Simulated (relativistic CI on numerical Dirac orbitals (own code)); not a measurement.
# Energy levels of Tl53+

Calculated at this level of theory: Dirac-Coulomb-Breit CI, orbitals from a KLI potential per configuration, QED by a radiative potential, unscaled Slater integrals (own radial code, finite nucleus).

CI space (outside the closed core [Ne]): 3s2.3p6.3d10, 3s2.3p6.3d9.4s, 3s2.3p6.3d9.4p, 3s2.3p6.3d9.4d, 3s2.3p5.3d10.4s, 3s2.3p6.3d9.4f, 3s2.3p5.3d10.4p, 3s2.3p6.3d8.4s2, 3s2.3p5.3d10.4d, 3s2.3p6.3d8.4s.4p, 3s.3p6.3d10.4s, 3s2.3p6.3d9.5s, 3s2.3p5.3d10.4f, 3s2.3p6.3d8.4p2, 3s2.3p6.3d8.4s.4d, 3s2.3p6.3d9.5p. Levels of other configurations are missing.

```
No.    Configuration  Term  J   E (eV)    %  Next component (%)  Lifetime (s)
  1     3s2.3p6.3d10    1S  0     0.00  100                                  
  2   3s2.3p6.3d9.4s    3D  3  1981.18  100                                  
  3   3s2.3p6.3d9.4s    1D  2  1983.36   58               42 3D      7.79e-11
  4   3s2.3p6.3d9.4s    3D  1  2084.29  100                          1.11e-07
  5   3s2.3p6.3d9.4s    3D  2  2085.63   58               42 1D      1.04e-10
  6   3s2.3p6.3d9.4p   3P°  2  2095.28   51              34 3D°      1.74e-11
  7   3s2.3p6.3d9.4p   3F°  3  2096.48   45              33 1F°      1.70e-11
  8   3s2.3p6.3d9.4p   3F°  2  2198.24   77              18 1D°      1.71e-11
  9   3s2.3p6.3d9.4p   3D°  1  2202.30   50              30 1P°      8.41e-14
 10   3s2.3p6.3d9.4p   3F°  4  2261.19  100                          1.09e-12
 11   3s2.3p6.3d9.4p   1D°  2  2263.37   49              39 3P°      1.11e-12
 12   3s2.3p6.3d9.4p   1P°  1  2264.70   62              31 3P°      4.81e-14
 13   3s2.3p6.3d9.4p   3D°  3  2267.11   72              26 1F°      1.03e-12
 14   3s2.3p6.3d9.4p   3P°  0  2360.69  100                          1.14e-12
 15   3s2.3p6.3d9.4p   3P°  1  2365.63   49              43 3D°      3.45e-13
 16   3s2.3p6.3d9.4p   3F°  3  2365.95   53              40 1F°      1.08e-12
 17   3s2.3p6.3d9.4p   3D°  2  2369.00   54              21 1D°      1.05e-12
 18   3s2.3p6.3d9.4d    3P  1  2426.80   46               41 3S      7.52e-13
 19   3s2.3p6.3d9.4d    3G  4  2432.29   51               41 1G      6.60e-13
 20   3s2.3p6.3d9.4d    3D  2  2434.01   50               30 3P      6.64e-13
 21   3s2.3p6.3d9.4d    3F  3  2436.75   49               22 1F      6.35e-13
 22   3s2.3p6.3d9.4d    1P  1  2464.14   57               23 3S      2.54e-12
 23   3s2.3p6.3d9.4d    3G  5  2466.03  100                          2.36e-12
 24   3s2.3p6.3d9.4d    3D  3  2470.71   60               36 1F      2.31e-12
 25   3s2.3p6.3d9.4d    1D  2  2472.13   48               42 3P      1.99e-12
 26   3s2.3p6.3d9.4d    3F  4  2472.87   81               19 1G      2.24e-12
 27   3s2.3p6.3d9.4d    3P  0  2493.45   84               16 1S      1.41e-12
 28  3s2.3p5.3d10.4s   3P°  2  2522.22  100                          3.49e-13
 29  3s2.3p5.3d10.4s   1P°  1  2526.00   66              34 3P°      2.64e-14
 30   3s2.3p6.3d9.4d    3D  1  2534.33   52               38 1P      6.96e-13
```

Energies count from the lowest computed level; ° marks odd parity; lifetimes are radiative, by E1, M1, E2, M2 decay to levels of this space only; some are left blank where a channel outside the calculation adds to the decay or the decay crosses a small, uncertain gap.

The mean weight of the leading LS term, summed over parents, in these 30 levels is 67 %, and that of the leading jj configuration (from the same eigenvectors) 99 %, so jj coupling describes them better and the LS labels are nominal.

At this charge energies of transitions that change n are usually good to better than 1 %, and those within a shell (Δn = 0) to a few per cent.

LS names give the leading component of a level, which can be under half, so a name can repeat, a term be missing and a line seem to break the LS rules.
